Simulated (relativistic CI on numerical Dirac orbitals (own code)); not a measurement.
## Radial parameters of Xe36+

Computed by Dirac-Coulomb-Breit CI, KLI orbitals optimised for each configuration, QED by a radiative potential, unscaled Slater integrals (own radial code, finite nucleus).

Slater integrals F^k, G^k are unscaled and averaged over j, outside the closed core [Ne]; ζ comes from projecting the Hamiltonian with its Breit term on Σ l·s of the shell.

- 3s2 3p5 3d: ζ(3p) = 411760, F^2(3p,3d) = 363660, G^1(3p,3d) = 384670, G^3(3p,3d) = 258060, ζ(3d) = 55102 cm⁻¹; <r>(3p) = 0.2733, <r^2>(3p) = 0.08624, <r>(3d) = 0.2425, <r^2>(3d) = 0.06806 (bohr units).
- 3s 3p6 3d: G^2(3s,3d) = 288810, ζ(3d) = 55430 cm⁻¹; <r>(3s) = 0.2808, <r^2>(3s) = 0.08985, <r>(3d) = 0.2428, <r^2>(3d) = 0.06819 (bohr units).
- 3s2 3p5 4s: ζ(3p) = 417430, G^1(3p,4s) = 47192 cm⁻¹; <r>(3p) = 0.2716, <r^2>(3p) = 0.08519, <r>(4s) = 0.5339, <r^2>(4s) = 0.3206 (bohr units).

Averages of the first 10 configurations, taken without configuration mixing, which lowers the lowest level and can move excited configurations by several eV; other configurations of the list can lie among them:

| Configuration | Parity | States | Average energy above the lowest level (eV) |
| --- | --- | --- | --- |
| 3s2 3p6 | even | 1 | 0.4 |
| 3s2 3p5 3d | odd | 60 | 205.8 |
| 3s 3p6 3d | even | 20 | 392.8 |
| 3s2 3p5 4s | odd | 12 | 1162.6 |
| 3s2 3p5 4p | even | 36 | 1231.7 |
| 3s2 3p5 4d | odd | 60 | 1316.2 |
| 3s 3p6 4s | even | 4 | 1350.7 |
| 3p6 3d 4p | odd | 60 | 1811.2 |
| 3p6 3d2 | even | 45 | 793.3 |
| 3p5 3d3 | odd | 720 | 997.2 |
